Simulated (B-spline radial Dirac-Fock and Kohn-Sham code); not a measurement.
**Magnetic form factor of the 5d shell of Hg⁹⁺**

System: mercury as Hg⁹⁺ in the configuration 1s2 2s2 2p6 3s2 3p6 3d10 4s2 4p6 4d10 4f14 5s2 5p6 5d3.

Method: Dirac-Fock densities. Computed with a B-spline atomic structure program. ⟨j_K⟩ is the integral of the 5d radial density with the spherical Bessel function j_K(4πsr), s = sin θ/λ.

```csv
s (Å⁻¹),⟨j0⟩,⟨j2⟩,⟨j4⟩
0,1.0000,0.0000,0.0000
0.05,0.9716,0.0113,0.0000
0.1,0.8905,0.0428,0.0007
0.15,0.7684,0.0881,0.0033
0.2,0.6215,0.1383,0.0092
0.25,0.4676,0.1844,0.0197
0.3,0.3223,0.2190,0.0346
0.35,0.1973,0.2379,0.0531
0.4,0.0989,0.2400,0.0731
0.45,0.0288,0.2271,0.0926
0.5,-0.0151,0.2027,0.1092
0.6,-0.0428,0.1366,0.1283
0.7,-0.0259,0.0717,0.1260
0.8,0.0023,0.0246,0.1069
0.9,0.0246,-0.0013,0.0799
1,0.0358,-0.0103,0.0525
1.1,0.0371,-0.0087,0.0296
1.2,0.0322,-0.0023,0.0131
1.4,0.0163,0.0114,-0.0022
1.6,0.0038,0.0178,-0.0024
```

Radial moments of the shell: ⟨r²⟩ = 1.562, ⟨r⁴⟩ = 3.575, ⟨r⁶⟩ = 11.24 in powers of bohr.
